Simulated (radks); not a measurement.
Gd, 64 electrons, occupied as [Xe] 4f7.5 5d0.5 6s1 6p1 (fractional occupations, a model configuration).

Method: scalar-relativistic Kohn-Sham, PBE, spin-polarised, spherical densities, finite nucleus; open shells are filled with parallel spins first (spin-orbit coupling, left out, can overturn this in heavy ions); Fermi nuclear charge, rms radius 5.1569 fm; computed with a radial shooting solver on a logarithmic mesh with Libxc functionals.

Energy parts (hartree):
part                       energy
total                 -11270.5699
kinetic                12100.3478
electron-nucleus      -27497.4230
Hartree                 4375.5365
exchange-correlation    -249.0312

Orbitals (lengths in bohr, moments of r in powers of bohr; <r^-3> diverges for s and p1/2; r(max) is where P^2 peaks; r(90%) holds 90 % of the orbital's charge):
orbital,occ.,eigenvalue (hartree),r(max),<1/r>,<r^-3>,r(90%)
1s up,1,-1840.850,0.01392,71.64,-,0.0396
1s down,1,-1840.849,0.01392,71.64,-,0.0396
2s up,1,-303.8525,0.07901,16.62,-,0.144
2s down,1,-303.8502,0.07901,16.62,-,0.144
2p up,3,-270.4080,0.06394,15.52,11420,0.134
2p down,3,-270.4063,0.06394,15.52,11420,0.134
3s up,1,-67.28520,0.2243,6.097,-,0.358
3s down,1,-67.19874,0.2242,6.103,-,0.358
3p up,3,-56.92128,0.2201,5.731,2394,0.364
3p down,3,-56.83518,0.2200,5.737,2400,0.363
3d up,5,-43.22576,0.1801,5.438,323.0,0.345
3d down,5,-43.15958,0.1800,5.444,323.7,0.344
4s up,1,-13.53787,0.5158,2.568,-,0.795
4s down,1,-13.33463,0.5157,2.567,-,0.795
4p up,3,-10.12448,0.5384,2.360,533.6,0.852
4p down,3,-9.92242,0.5382,2.359,532.8,0.852
4d up,5,-5.40174,0.5595,2.078,60.10,0.958
4d down,5,-5.20111,0.5592,2.075,59.91,0.960
5s up,1,-1.84145,1.198,0.9921,-,1.93
5s down,1,-1.72685,1.211,0.9745,-,1.96
5p up,3,-1.02029,1.359,0.8334,72.04,2.30
5p down,3,-0.93053,1.379,0.8149,67.68,2.35
4f up,7,-0.30879,0.5700,1.504,7.897,1.52
6s up,1,-0.18647,3.415,0.3173,-,5.76
4f down,0.5,-0.13046,0.5726,1.455,7.489,1.66
6s down,0,-0.12552,3.372,0.3262,-,5.59
5d up,0.5,-0.12394,1.991,0.4653,2.742,4.70
6p up,1,-0.07872,4.444,0.2346,4.660,7.89
5d down,0,-0.06616,2.037,0.4627,2.608,4.56

The highest occupied level is 6p up at -2.142 eV. The configuration is held as typed, so some empty levels lie below it. The density falls to 0.001 e/bohr^3 at r = 5.38 bohr. The spin density at the nucleus is 27.96 e/bohr^3 (1s 0.08, 2s -0.85, 3s -14.87, 4s 2.02, 5s 13.86, 6s 27.72). Spin moment in Bohr magnetons: 9.
